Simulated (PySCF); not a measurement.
# Dipole response of Be⁺ (beryllium, charge +1)

[He] 2s1, 2S determinant. Calculation: PySCF 2.14, in aug-cc-pV5Z (7s6p5d4f3g2h, 127 functions); no relativity, point nucleus. Coupled (time-dependent) response in atomic units; α is the mean over directions.

| method | mean α (bohr³) | C₆ (like pair) | S(−4) |
| --- | --- | --- | --- |
| UHF | 24.94 | 71.14 | 1139 |
| PBE | 21.57 | 57.47 | 852.0 |
| PBE0 | 22.28 | 60.27 | 909.4 |

S(−4) is the Cauchy moment in α(ω) = α(0) + S(−4) ω² + …

α(iu) at PBE0:

```
u (hartree)  α(iu) (bohr³)
          0          22.28
     0.0500          20.22
      0.100          15.89
      0.200          8.751
      0.300          5.174
      0.500          2.399
      0.750          1.255
       1.00         0.7874
       1.50         0.4092
       2.00         0.2601
       3.00         0.1409
       5.00        0.06641
```

A single London oscillator, α(iu) = α/(1 + u²/ω²), gives C₆ = (3/4) ω α². Matching the computed C₆ needs ω = 4 × 60.27 / (3 × 22.28²) = 0.162 hartree.

For an ion, C₆ is the dispersion term alone; charge-induced terms of lower order in 1/R come first.
